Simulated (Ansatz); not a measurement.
B8N8H22⁺, a nanocrystal cut from wurtzite BN (hydrogen-capped). The state is a doublet with charge 1. Geometry PBE-D4/def2-SVP, that of the neutral singlet; atoms count from 1.

```xyz
38

B     1.588    2.370   -0.813
N     1.177    1.544   -2.132
N     1.118    1.449    0.394
B    -0.448    1.250    0.384
B     0.485    0.143   -1.824
N    -0.793    0.422   -0.948
N    -0.907    0.352    1.599
B    -2.485    0.165    1.611
B    -1.516   -0.940   -0.633
N    -2.808   -0.612    0.239
B     1.888    0.087    0.382
N     1.449   -0.701   -0.927
N     1.384   -0.771    1.623
B    -0.186   -1.036    1.616
B     0.781   -2.116   -0.611
N    -0.520   -1.767    0.245
H     0.980    3.438   -0.798
H     2.810    2.512   -0.792
H     0.553    2.104   -2.726
H     2.004    1.377   -2.721
H     1.377    1.988    1.231
H    -1.023    2.333    0.403
H     0.211   -0.417   -2.881
H    -1.437    0.983   -1.520
H    -0.712    0.857    2.474
H    -3.046    1.259    1.600
H    -2.825   -0.539    2.562
H    -1.853   -1.534   -1.652
H    -3.471   -0.072   -0.331
H    -3.302   -1.492    0.435
H     3.107    0.236    0.451
H     2.290   -0.922   -1.473
H     1.689   -0.357    2.514
H     1.846   -1.693    1.561
H    -0.494   -1.713    2.594
H     0.475   -2.693   -1.650
H     1.559   -2.817    0.059
H    -0.949   -2.675    0.455
```

Single mean-field runs in def2-TZVP are fitted with def2-universal-jkfit.

(1) Estimate the Mulliken populations of the heavy atoms from the PBE0/def2-TZVP orbitals of Ansatz.

(2) Where does the spin sit?

(3) And the Mayer bond orders between heavy atoms (over 0.3)?

Results:

(1) 
| atom | charge (e) | spin (α − β) |
| --- | --- | --- |
| B1 | -0.24 | 0.03 |
| N2 | -0.23 | 0.02 |
| N3 | -0.09 | 0.02 |
| B4 | -0.18 | 0.03 |
| B5 | -0.20 | 0.01 |
| N6 | -0.04 | 0.02 |
| N7 | -0.07 | 0.08 |
| B8 | -0.20 | 0.05 |
| B9 | -0.20 | 0.02 |
| N10 | -0.24 | 0.00 |
| B11 | -0.17 | 0.01 |
| N12 | -0.03 | 0.02 |
| N13 | -0.22 | 0.02 |
| B14 | -0.17 | 0.03 |
| B15 | -0.22 | 0.08 |
| N16 | -0.02 | 0.03 |
Mulliken values depend strongly on the basis.

(2) Summed by element: B 0.26, N 0.22, H 0.52, of 1 unpaired in all. Largest on single atoms: H37 0.12, H36 0.10, B15 0.08.

(3) B1–N2 0.80 (1.61 Å); B1–N3 0.79 (1.59 Å); N2–B5 0.90 (1.59 Å); N3–B4 0.91 (1.58 Å); N3–B11 0.88 (1.56 Å); B4–N6 0.83 (1.61 Å); B4–N7 0.84 (1.58 Å); B5–N6 0.83 (1.57 Å); B5–N12 0.83 (1.56 Å); N6–B9 0.82 (1.57 Å); N7–B8 0.84 (1.59 Å); N7–B14 0.85 (1.56 Å); B8–N10 0.82 (1.61 Å); B9–N10 0.90 (1.59 Å); B9–N16 0.81 (1.56 Å); B11–N12 0.84 (1.59 Å); B11–N13 0.87 (1.59 Å); N12–B15 0.86 (1.60 Å); N13–B14 0.90 (1.59 Å); B14–N16 0.85 (1.59 Å); B15–N16 0.86 (1.60 Å).
